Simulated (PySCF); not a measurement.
Hf(F)(SH)3 (FH3HfS3), SMILES [SH][Hf]([SH])([SH])[F], multiplicity 1.

Geometry: PBE0-D3(BJ)/def2-SVP. The spin state was assumed, not searched. The structure was generated by enumeration; whether it is a known compound was not checked. The def2 effective core potentials stand for the cores of Hf; spin–orbit coupling is left out. The values are those of a single conformer.

Two levels are set side by side: PBE/def2-TZVP (PySCF) and ωB97X/def2-TZVP (PySCF). Same geometry, gas phase. Differences are taken from unrounded values.

| quantity | PBE |
|---|---|
| orbital gap (eV) | 3.97 |
| highest occupied level (eV) | -6.66 |
| lowest empty level (eV) | -2.69 |
| dipole moment (D) | 0.87 |
| mean polarisability (bohr³) | 103.3 |

Q: These are the PBE values. What does ωB97X give? (Estimate from the structure and the level; the computed values follow.)

A: 
| quantity | ωB97X | PBE minus ωB97X |
|---|---|---|
| orbital gap (eV) | 10.39 | -6.42 |
| highest occupied level (eV) | -10.19 | 3.52 |
| lowest empty level (eV) | 0.21 | -2.90 |
| dipole moment (D) | 1.00 | -0.13 |
| mean polarisability (bohr³) | 96.3 | 7.1 |

PBE's occupied levels lie high since its potential decays too fast outside the molecule; exact exchange lowers them and widens the gap. Loosely held outer electrons make PBE densities more polarisable. Differences between two approximate levels are no errors against the true value.

Rough cost on one machine, each run with all the roots and properties that it gave: ωB97X against PBE within a factor of 2.
